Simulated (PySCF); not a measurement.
# Gas-phase XPS of (OH)3Ti-NH-SiH3, computed

(OH)3Ti-NH-SiH3 (singlet state).
Structure used (PBE0-D3(BJ)/def2-SVP), in Å, numbered top down from 1:
```xyz
13
H7NO3SiTi angstrom
Ti     0.8409    0.1582    0.7068
O     -0.4653    1.2333    1.2821
O      2.3717    0.9792    0.3030
O      1.1566   -1.1324    1.8956
N      0.0820   -0.5292   -0.8784
Si    -1.5802   -0.3061   -1.3480
H     -0.6503    2.1661    1.1404
H      3.2501    0.8857    0.6832
H      0.6172   -1.7994    2.3273
H      0.6912   -0.9634   -1.5689
H     -2.5214   -0.8241   -0.3080
H     -1.8333   -1.0516   -2.6231
H     -1.9286    1.1316   -1.5897
```

The calculation used PySCF 2.14.0, delta-SCF UKS SCAN, pcX-2 on the ionised atom (unc-x2c-TZVPall on a metal), pcseg-1 elsewhere, spin-free X2C. Vertical ΔSCF values, vacuum level as zero.

Question: Give the core binding energies atom by atom.

Answer: 
| atom(s) | environment | level | binding energy (eV) | 2p1/2 (eV) | count |
| --- | --- | --- | --- | --- | --- |
| Ti1 | titanium bonded to N and 3 O | Ti 2p3/2 | 463.03 | 468.75 | 1 |
| O2/O3/O4 | oxygen bonded to Ti and H | O 1s | 537.68 | – | 3 |
| N5 | nitrogen bonded to Si, Ti and H | N 1s | 403.40 | – | 1 |
| Si6 | silicon bonded to N and 3 H | Si 2p3/2 | 106.68 | 107.30 | 1 |
| Si6 | silicon bonded to N and 3 H | Si 1s | 1846.56 | – | 1 |

Question: Which effective nuclear charge Zeff reproduces each element's mean 1s value in the hydrogen-like formula E = 13.606 eV × Zeff²?

Answer: N (Z = 7): mean 403.4 eV, Zeff = 5.45, Z − Zeff = 1.55; O (Z = 8): mean 537.7 eV, Zeff = 6.29, Z − Zeff = 1.71; Si (Z = 14): mean 1846.6 eV, Zeff = 11.65, Z − Zeff = 2.35. Means run over the listed sites, weighted by atom count.

One atom of each set of topologically equivalent atoms was ionised and stands for the set; in this conformer not all members are related by symmetry, and their own values weren't computed. 2p3/2 and 2p1/2 are the ΔSCF energy of one spin-free 2p hole plus the eigenvalues of a spin–orbit and ligand-field matrix of the shell. 2p1/2 minus 2p3/2 (ligand field included): Ti 5.72 eV, Si 0.62 eV. Satellites of the metal's 2p lines aren't described. Geometry: PBE0-D3(BJ)/def2-SVP; no solvent, vibrations or thermal averaging. Metal 2p energies of this one-determinant scheme are less reliable than its 1s energies.

The run took 75 s of wall time on one thread of an Intel Xeon Platinum 8259CL at 2.50 GHz, no GPU, shared host with 96 logical CPUs at a one-minute load of 50, and the process peaked at 0.65 GiB of memory.
